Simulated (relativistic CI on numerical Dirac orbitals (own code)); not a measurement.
# Calculated levels, Tm29+

These numbers are calculated, not measured: Dirac-Coulomb-Breit CI, separate exchange-only KLI orbitals for each configuration, QED by a radiative potential, unscaled Slater integrals (own radial code, finite nucleus).

Configuration list (outside the closed core [Ar] 3d10): 4s2 4p6 4d4, 4s2 4p5 4d5, 4s2 4p6 4d3 4f, 4s 4p6 4d5, 4s2 4p5 4d4 4f, 4s 4p6 4d4 4f, 4s2 4p6 4d3 5s, 4s2 4p6 4d2 4f 5s, 4s2 4p6 4d3 5p, 4s2 4p6 4d3 5d, 4s2 4p5 4d4 5s, 4s2 4p6 4d3 5f, 4s2 4p6 4d2 5s 5p, 4p6 4d5 4f, 4s 4p6 4d3 4f 5s, 4s2 4p6 4d3 6s, 4s2 4p6 4d3 6p, 4s2 4p6 4d3 6f, 4s2 4p6 4d3 7p, 4p6 4d6, 4p5 4d7, 4p5 4d6 4f, 4s2 4p6 4d2 5s2, 4s2 4p6 4d 4f 5s2, 4s2 4p5 4d2 4f 5s2, 4s 4p6 4d2 4f 5s2. Double excitations out of closed p, d and f shells are left out; levels of such configurations are missing from the list, as are those of other unlisted configurations, and high levels can miss mixing partners. These lack a partner that the ground configuration has and come out too high: 4s2 4p5 4d4 5s.

The lowest level is 4s2 4p6 4d4 3P_0, with 53 % of that term; Hund's rules for 4s2 4p6 4d4 give 5D with J = 0, of which the calculation keeps J, while another term leads.

| No. | Configuration | Term | J | E (cm⁻¹) | % | Next component (%) | jj configuration (%) |
| --- | --- | --- | --- | --- | --- | --- | --- |
| 1 | 4s2 4p6 4d4 | 3P | 0 | 0 | 53 | 36 5D | 4d3/2^4 (94) |
| 2 | 4s2 4p6 4d4 | 5D | 1 | 68095 | 68 | 31 3P | 4d3/2^3 4d5/2 (94) |
| 3 | 4s2 4p6 4d4 | 5D | 2 | 101422 | 63 | 11 3D | 4d3/2^3 4d5/2 (71) |
| 4 | 4s2 4p6 4d4 | 3F | 4 | 105675 | 29 | 22 3H | 4d3/2^3 4d5/2 (94) |
| 5 | 4s2 4p6 4d4 | 5D | 3 | 114209 | 40 | 24 3F | 4d3/2^3 4d5/2 (77) |
| 6 | 4s2 4p6 4d4 | 5D | 0 | 167683 | 58 | 21 3P | 4d3/2^2 4d5/2^2 (92) |
| 7 | 4s2 4p6 4d4 | 5D | 4 | 173367 | 42 | 40 3H | 4d3/2^2 4d5/2^2 (91) |
| 8 | 4s2 4p6 4d4 | 3F | 2 | 178907 | 31 | 27 5D | 4d3/2^2 4d5/2^2 (76) |
| 9 | 4s2 4p6 4d4 | 3G | 3 | 180165 | 46 | 38 5D | 4d3/2^2 4d5/2^2 (77) |
| 10 | 4s2 4p6 4d4 | 3H | 5 | 192654 | 69 | 30 3G | 4d3/2^2 4d5/2^2 (98) |
| 11 | 4s2 4p6 4d4 | 3H | 6 | 201992 | 53 | 46 1I | 4d3/2^2 4d5/2^2 (97) |
| 12 | 4s2 4p6 4d4 | 3P | 1 | 203608 | 50 | 32 3D | 4d3/2^2 4d5/2^2 (89) |
| 13 | 4s2 4p6 4d4 | 3G | 4 | 216431 | 59 | 34 1G | 4d3/2^2 4d5/2^2 (95) |
| 14 | 4s2 4p6 4d4 | 3F | 3 | 218862 | 42 | 32 3D | 4d3/2^2 4d5/2^2 (90) |
| 15 | 4s2 4p6 4d4 | 3D | 2 | 221728 | 37 | 29 3F | 4d3/2^2 4d5/2^2 (92) |
| 16 | 4s2 4p6 4d4 | 3F | 4 | 259261 | 48 | 28 5D | 4d3/2^2 4d5/2^2 (47) |
| 17 | 4s2 4p6 4d4 | 3F | 2 | 261838 | 40 | 31 3P | 4d3/2^2 4d5/2^2 (85) |
| 18 | 4s2 4p6 4d4 | 3F | 3 | 281292 | 47 | 19 5D | 4d3/2 4d5/2^3 (91) |
| 19 | 4s2 4p6 4d4 | 1G | 4 | 289109 | 37 | 36 3F | 4d3/2^2 4d5/2^2 (53) |
| 20 | 4s2 4p6 4d4 | 3G | 5 | 294859 | 69 | 30 3H | 4d3/2 4d5/2^3 (98) |
| 21 | 4s2 4p6 4d4 | 3D | 1 | 296975 | 62 | 24 3P | 4d3/2 4d5/2^3 (92) |
| 22 | 4s2 4p6 4d4 | 1I | 6 | 298205 | 53 | 46 3H | 4d3/2 4d5/2^3 (97) |
| 23 | 4s2 4p6 4d4 | 3P | 2 | 301138 | 52 | 22 1D | 4d3/2^2 4d5/2^2 (74) |
| 24 | 4s2 4p6 4d4 | 3P | 0 | 320587 | 51 | 47 1S | 4d3/2 4d5/2^3 (75) |
| 25 | 4s2 4p6 4d4 | 3F | 2 | 326837 | 57 | 34 3P | 4d3/2 4d5/2^3 (75) |
| 26 | 4s2 4p6 4d4 | 1F | 3 | 328789 | 41 | 32 3D | 4d3/2 4d5/2^3 (94) |
| 27 | 4s2 4p6 4d4 | 3F | 3 | 370734 | 69 | 27 1F | 4d3/2 4d5/2^3 (98) |
| 28 | 4s2 4p6 4d4 | 1S | 0 | 371571 | 54 | 41 3P | 4d3/2^2 4d5/2^2 (61) |
| 29 | 4s2 4p6 4d4 | 3P | 1 | 372794 | 93 | 4 3D | 4d3/2 4d5/2^3 (95) |
| 30 | 4s2 4p6 4d4 | 1G | 4 | 377494 | 76 | 17 3F | 4d3/2 4d5/2^3 (87) |
| 31 | 4s2 4p6 4d4 | 1D | 2 | 384918 | 60 | 27 3P | 4d3/2 4d5/2^3 (60) |
| 32 | 4s2 4p6 4d4 | 3F | 4 | 406437 | 53 | 20 1G | 4d5/2^4 (87) |
| 33 | 4s2 4p6 4d4 | 1D | 2 | 448329 | 55 | 18 3D | 4d5/2^4 (67) |
| 34 | 4s2 4p6 4d4 | 1S | 0 | 534090 | 67 | 32 3P | 4d5/2^4 (74) |
| 35 | 4p5 4d5(6S) | 7P° | 4 | 1201905 | 44 | 33 5D° | 4p3/2^3 4d5/2 (60) |
| 36 | 4p5 4d5(4P) | 3P° | 2 | 1238176 | 23 | 21 5P° | 4p3/2^3 4d5/2 (86) |
| 37 | 4p5 4d5(4P) | 5P° | 3 | 1257996 | 36 | 28 7P° | 4p3/2^3 4d5/2 (59) |
| 38 | 4p5 4d5(6S) | 7P° | 4 | 1277823 | 33 | 17 3F° | 4p3/2^3 4d3/2^3 4d5/2^2 (46) |
| 39 | 4p5 4d5(2F) | 3D° | 1 | 1298870 | 30 | 25 5F° | 4p3/2^3 4d5/2 (56) |
| 40 | 4p5 4d5(2F) | 3F° | 3 | 1301757 | 22 | 21 5G° | 4p3/2^3 4d3/2^3 4d5/2^2 (69) |
| 41 | 4p5 4d5(4D) | 5F° | 5 | 1306768 | 37 | 34 5G° | 4p3/2^3 4d3/2^3 4d5/2^2 (89) |
| 42 | 4p5 4d5(4G) | 5G° | 6 | 1310551 | 50 | 23 3H° | 4p3/2^3 4d3/2^3 4d5/2^2 (84) |
| 43 | 4p5 4d5(2F) | 3F° | 2 | 1311520 | 22 | 19 5P° | 4p3/2^3 4d3/2^3 4d5/2^2 (86) |
| 44 | 4p5 4d5(4D) | 5P° | 1 | 1312307 | 57 | 22 3P° | 4p3/2^3 4d3/2^3 4d5/2^2 (82) |
| 45 | 4p5 4d5(4D) | 5D° | 3 | 1317176 | 35 | 24 5F° | 4p3/2^3 4d3/2^3 4d5/2^2 (84) |

Energies count from the lowest computed level; ° marks odd parity. Percentages are summed over parent terms; the parents shown are those of the largest component, closed shells are left out there. Filled j subshells are mostly left out of the jj labels.

The mean weight of the leading LS term, summed over parents, in these 45 levels is 49 %, and that of the leading jj configuration (from the same eigenvectors) 81 %, so jj coupling describes them better and the LS labels are nominal.

At this charge energies of transitions that change n are usually good to better than 1 %, and those within a shell (Δn = 0) to a few per cent. Terms inside the open d or f shell come out 10 to 20 % too wide with unscaled integrals.

LS names give the leading component of a level, which can be under half, so a name can repeat, a term be missing and a line seem to break the LS rules.
